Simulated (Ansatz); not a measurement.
`C[Se][SiH2]N` + H₂ → `C[Se][SiH3]` + NH₃ at 400 K and 1 bar (hydrogenolysis of the Si–N bond).

Isolated molecules relaxed with PBE0-D4/def2-TZVP in Ansatz; ΔE leaves out vibrations. CCSD(T)/CBS is the MP2 limit (def2-TZVPP, def2-QZVPP) plus CCSD(T) − MP2 in def2-TZVPP, frozen cores. This one scheme is used for every species. For Se outer-core shells are correlated without core-valence functions, which leaves a few kJ/mol of doubt a bond. Scalar relativity is left out up to krypton. Each species was taken in one conformer, which may not be the lowest.

```
       species  CCSD(T)/CBS energy (Eh)  H − E (kJ/mol)  S (J/(mol·K))
`C[Se][SiH2]N`              -2786.80616           248.7          401.4
            H₂                 -1.17544            38.0          139.0
 `C[Se][SiH3]`              -2731.45956           192.7          355.7
           NH₃                -56.50880           104.2          203.1
```

H − E and S are ideal-gas, rigid-rotor, harmonic terms from PBE0-D4/def2-TZVP, for one conformer and one mirror image of each species. For small species the MP2-based limit differs from directly extrapolated CCSD(T) by up to some mEh (0.8 for H₂); such offsets cancel only in part. 1 Eh = 2625.50 kJ/mol, R = 8.31446 J/(mol·K).

By hand: ΔE, ΔH, ΔS and ΔG.

ΔE = (-2731.45956) + (-56.50880) − (-2786.80616) − (-1.17544) = 0.01324 Eh = 34.8 kJ/mol. Δ(H − E) = 192.7 + 104.2 − 248.7 − 38.0 = 10.2, so ΔH = 45.0 kJ/mol. ΔS = 355.7 + 203.1 − 401.4 − 139.0 = 18.4 J/(mol·K). ΔG = 45.0 − 400 × (18.4)/1000 = 37.6 kJ/mol.

By hand: the equilibrium constant, and the temperature at which ΔG would vanish if ΔH and ΔS stayed fixed.

log₁₀ K = −ΔG/(RT ln 10) = -4.9. ΔG = 0 at ΔH/ΔS = 2446 K, though so small a ΔS makes that figure unsure.

ΔH outweighs TΔS. A doubt of 5 kJ/mol in ΔE shifts log₁₀ K by 0.7 here. Other conformers and mirror images would add mixing entropy, several J/(mol·K) or more a flexible species. These are equilibria of isolated gas molecules and say nothing of rates. Largest T1 diagnostic: 0.010 (customary marks: 0.02 for closed shells, 0.045 for open ones).
